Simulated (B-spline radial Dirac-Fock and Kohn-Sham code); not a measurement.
# M3 emission of Ir²⁺

System: the Ir²⁺ ion in the configuration 1s2 2s2 2p6 3s2 3p6 3d10 4s2 4p6 4d10 4f14 5s2 5p6 5d7, inside a Watson sphere of charge -2 and radius 2 Å (a model of the Madelung potential; inside it an electron's potential energy is raised by 14.4 eV).

Input file task.json (cfg lists n, l and occupation; rrms is the nuclear radius in fm):

```json
{"items": [{
  "Z": 77,
  "q": 2,
  "cfg": [[1, 0, 2], [2, 0, 2], [2, 1, 6], [3, 0, 2], [3, 1, 6], [3, 2, 10], [4, 0, 2], [4, 1, 6], [4, 2, 10], [4, 3, 14], [5, 0, 2], [5, 1, 6], [5, 2, 7]],
  "A": 193,
  "rrms": 5.4032,
  "watson": [-2, 2.0],
  "do": ["binding", "quiet", "decay"],
  "holes": ["K", "L1", "L2", "L3", "M1", "M2", "M3", "M4", "M5", "N1", "N2", "N3", "N4", "N5", "N6", "N7"]
}]}
```

Run with: `python xray_run.py task.json out`

Calculated with an atomic code on a B-spline grid, using a relativistic independent-particle model: LDA orbitals of the hole state, radiative multipoles to third order, Auger rates from the Coulomb interaction with a continuum orbital, Dirac-Fock energies.

```tsv
line	multipole	energy (eV)	width (meV)	share (%)
M3-M4	E1	–	0.112	0.265
M3-M5	E1	515.1	1.70	4.00
M3-N1	E1	1859.3	6.74	15.9
M3-N2	E2	1972.2	0.0168	0.0396
M3-N3	E2	2056.8	0.0142	0.0334
M3-N4	E1	–	3.40	8.00
Mγ	E1	2257.5	26.6	62.6
M3-O1	E1	2456.9	1.35	3.18
M3-N6	E2	2494.7	0.0381	0.0898
M3-N7	E2	2497.7	0.224	0.529
M3-O4	E1	2556.6	0.259	0.611
M3-O5	E1	2558.0	2.01	4.75
```

The listed lines hold 100.0 % of the radiative rate. A dash stands for an energy that rests on an unreliable hole state. The radiative width is 0.0424 eV in the length form and 0.0420 eV in the velocity form; the two differ because the transition energies are not eigenvalue differences of the potential that gave the orbitals.
